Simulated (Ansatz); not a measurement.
Geometry optimisation, DFT PBE-D3(BJ), scalar-relativistic, plane waves, PAW in Ansatz 0.2.0.

input.yaml

```yaml
crystal:
  lattice:
    - [6.62, 0.0, 0.0]
    - [0.0, 6.62, 0.0]
    - [0.0, 0.0, 17.965]
  atoms:
    - { symbol: Ta, position: [0.25, 0.25, 0.05566379] }
    - { symbol: Ta, position: [0.75, 0.25, 0.05566379] }
    - { symbol: Ta, position: [0.25, 0.75, 0.05566379] }
    - { symbol: Ta, position: [0.75, 0.75, 0.05566379] }
    - { symbol: Ta, position: [0.0, 0.0, 0.14778736] }
    - { symbol: Ta, position: [0.5, 0.0, 0.14778736] }
    - { symbol: Ta, position: [0.0, 0.5, 0.14778736] }
    - { symbol: Ta, position: [0.5, 0.5, 0.14778736] }
    - { symbol: Ta, position: [0.25, 0.25, 0.23991094] }
    - { symbol: Ta, position: [0.75, 0.25, 0.23991094] }
    - { symbol: Ta, position: [0.25, 0.75, 0.23991094] }
    - { symbol: Ta, position: [0.75, 0.75, 0.23991094] }
    - { symbol: Ta, position: [0.0, 0.0, 0.33203451] }
    - { symbol: Ta, position: [0.5, 0.0, 0.33203451] }
    - { symbol: Ta, position: [0.0, 0.5, 0.33203451] }
    - { symbol: Ta, position: [0.5, 0.5, 0.33203451] }
    - { symbol: Ti, position: [0.66666667, 0.33333333, 0.49846925] }
basis:
  ecutwfc: 420.0
kpoints:
  mp_grid: { grid: [3, 3, 1] }
hamiltonian:
  xc: pbe
  dispersion: d3bj
  pseudopotentials: { kind: paw, azcp: { folder: soft_1 } }
scf:
  occupations: { method: gaussian, width: 0.05 }
  lower_state_search: "off"
relax:
  f_tol: 0.03
  max_steps: 60
  adjacent_minimum: "off"
  constraints: [{ sites: [0, 1, 2, 3] }]
```

Command:

```bash
$ ansatz run input.yaml --threads 4 --pin off --max-ram 10240MiB --backend cpu --events-out ev --progress --plain --runs-dir out
```

Q: Where does it end, and by what steps?

A: The forces met the threshold. Limits of this set-up: coarse k mesh, thin slab, slab without dipole correction, a typed lattice constant that wasn't relaxed here. After 13 steps the energy has fallen by 4.701 eV; Ti17 moved furthest, 2.03 Å. Joined: Ta10–Ti17 (4.71 → 3.00 Å), Ta13–Ti17 (4.32 → 2.65 Å).

| step | energy less start (eV) | largest force component (eV/Å) | accepted |
| --- | --- | --- | --- |
| 0 | 0.0000 | 1.735 | yes |
| 1 | -0.3387 | 1.293 | yes |
| 2 | -0.8065 | 2.841 | yes |
| 3 | -1.4263 | 3.029 | yes |
| 4 | -2.0784 | 2.953 | yes |
| 5 | -2.6824 | 2.766 | yes |
| 6 | -3.2155 | 2.232 | yes |
| 7 | -3.6904 | 2.030 | yes |
| 8 | -4.1438 | 1.457 | yes |
| 9 | -4.4620 | 0.688 | yes |
| 10 | -4.6275 | 0.510 | yes |
| 11 | -4.6813 | 0.513 | yes |
| 12 | -4.6992 | 0.098 | yes |
| 13 | -4.7006 | 0.021 | yes |

```xyz
17
Lattice="6.6200 0.0000 0.0000 0.0000 6.6200 0.0000 0.0000 0.0000 17.9650" Properties=species:S:1:pos:R:3
Ta 1.655 1.655 1.000
Ta 4.965 1.655 1.000
Ta 1.655 4.965 1.000
Ta 4.965 4.965 1.000
Ta -0.002 0.002 2.457
Ta 3.312 0.002 2.457
Ta -0.002 3.308 2.457
Ta 3.312 3.308 2.457
Ta 1.655 1.654 4.092
Ta 4.965 1.655 4.082
Ta 1.655 4.965 4.167
Ta 4.966 4.965 4.092
Ta -0.052 0.052 5.710
Ta 3.363 0.051 5.709
Ta -0.051 3.257 5.709
Ta 3.361 3.259 5.709
Ti 4.965 1.655 7.086
```

Whether the end is a true minimum wasn't checked by a vibrational analysis.

Run time: 3.7 min on 4 threads of Arm Neoverse V2, with other jobs on the host, peak memory 2.1 GiB.
